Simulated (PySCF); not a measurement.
Compound: C4H3BF2O.
SMILES: `FB(F)C1=CC=CO1`

Method used: PBE0-D3(BJ)/def2-SVP geometry optimisation, gas phase in PySCF.

Take the most abundant isotopes and a rigid rotor. 

Q: Give the principal moments of inertia and the rotational constants in GHz.

A: Ia = 102.75, Ib = 349.19, Ic = 451.93 u·Å²; 505379 MHz·u·Å²/I gives 4919, 1447 and 1118 MHz, that is A = 4.9186, B = 1.4473, C = 1.1183 GHz.

Q: Classify the top.

A: An asymmetric top. Ray's parameter κ = (2B − A − C)/(A − C) = -0.827; −1 is the prolate and +1 the oblate limit.

Q: What does the inertial defect say?

A: Planar: Δ = Ic − Ia − Ib = -0.01 u·Å². For a rigid frame Δ = −2 Σ m c², so it vanishes when all atoms lie in the ab plane; here none is more than 0.02 Å from it.

Q: Give the coordinates in the principal-axis frame, origin at the centre of mass.

A: The sense of each axis is arbitrary; atoms in the order of the calculation.
```json
{"atom": "F1", "mass (u)": "18.998", "a (Å)": "2.062", "b (Å)": "-1.119", "c (Å)": "-0.010"}
{"atom": "B2", "mass (u)": "11.009", "a (Å)": "1.342", "b (Å)": "-0.010", "c (Å)": "0.002"}
{"atom": "F3", "mass (u)": "18.998", "a (Å)": "1.986", "b (Å)": "1.141", "c (Å)": "0.008"}
{"atom": "C4", "mass (u)": "12.000", "a (Å)": "-0.188", "b (Å)": "-0.099", "c (Å)": "0.003"}
{"atom": "C5", "mass (u)": "12.000", "a (Å)": "-1.039", "b (Å)": "-1.182", "c (Å)": "0.010"}
{"atom": "C6", "mass (u)": "12.000", "a (Å)": "-2.361", "b (Å)": "-0.667", "c (Å)": "0.003"}
{"atom": "C7", "mass (u)": "12.000", "a (Å)": "-2.221", "b (Å)": "0.695", "c (Å)": "-0.007"}
{"atom": "O8", "mass (u)": "15.995", "a (Å)": "-0.934", "b (Å)": "1.043", "c (Å)": "-0.006"}
{"atom": "H9", "mass (u)": "1.008", "a (Å)": "-0.733", "b (Å)": "-2.226", "c (Å)": "0.018"}
{"atom": "H10", "mass (u)": "1.008", "a (Å)": "-3.296", "b (Å)": "-1.223", "c (Å)": "0.003"}
{"atom": "H11", "mass (u)": "1.008", "a (Å)": "-2.942", "b (Å)": "1.510", "c (Å)": "-0.015"}
```

Q: List the rotational levels J(Ka,Kc) to J = 5 (MHz).

A: Above 0(0,0):
J = 1: 1(0,1) 2566, 1(1,1) 6037, 1(1,0) 6366
J = 2: 2(0,2) 7674, 2(1,2) 10839, 2(1,1) 11826, 2(2,1) 22240, 2(2,0) 22262
J = 3: 3(0,3) 15282, 3(1,3) 18029, 3(1,2) 20002, 3(2,2) 29936, 3(2,1) 30047, 3(3,1) 48129, 3(3,0) 48130
J = 4: 4(0,4) 25328, 4(1,4) 27591, 4(1,3) 30874, 4(2,3) 40181, 4(2,2) 40509, 4(3,2) 58433, 4(3,1) 58439, 4(4,1) 83845, 4(4,0) 83845
J = 5: 5(0,5) 37737, 5(1,5) 39508, 5(1,4) 44417, 5(2,4) 52959, 5(2,3) 53705, 5(3,3) 71328, 5(3,2) 71354, 5(4,2) 96723, 5(4,1) 96723, 5(5,1) 129399, 5(5,0) 129399
The levels of one J sum to (2J + 1)J(J + 1)(A + B + C)/3.

Q: Predict some low-J microwave lines.

A: The dipole components are |μa| = 2.65 D, |μb| = 0.65 D, |μc| = 0.00 D; the mirror of this Cs structure is the ab plane, so μc vanishes by symmetry and there are no c-type lines. The squared components, which scale the intensities, stand as 1.00 : 0.06 (a : b). Some lines, for components of 0.1 D or more:

```tsv
type	branch	J(Ka,Kc)	MHz	lower level (cm⁻¹)
a	Q	1(1,0) ← 1(1,1)	329	0.201
a	Q	2(1,1) ← 2(1,2)	987	0.362
b	R	2(0,2) ← 1(1,1)	1638	0.201
a	R	1(0,1) ← 0(0,0)	2566	0.000
b	Q	1(1,0) ← 1(0,1)	3800	0.086
b	Q	2(1,1) ← 2(0,2)	4152	0.256
a	R	2(1,2) ← 1(1,1)	4802	0.201
a	R	2(0,2) ← 1(0,1)	5109	0.086
a	R	2(1,1) ← 1(1,0)	5460	0.212
b	R	1(1,1) ← 0(0,0)	6037	0.000
b	R	2(1,2) ← 1(0,1)	8273	0.086
b	Q	2(2,0) ← 2(1,1)	10436	0.394
b	Q	2(2,1) ← 2(1,2)	11401	0.362
b	R	2(2,1) ← 1(1,0)	15874	0.212
b	R	2(2,0) ← 1(1,1)	16225	0.201
```

Stationary, but not proved a minimum. Constants of a rigid frame at the computed geometry: no zero-point averaging, no centrifugal distortion. Quadrupole hyperfine structure (11B) is left out.

Shape of the structure used: `[F:1][B:2]([F:3])[c:4]1[cH:5][cH:6][cH:7][o:8]1`: F1–B2–C4–C5 1°.
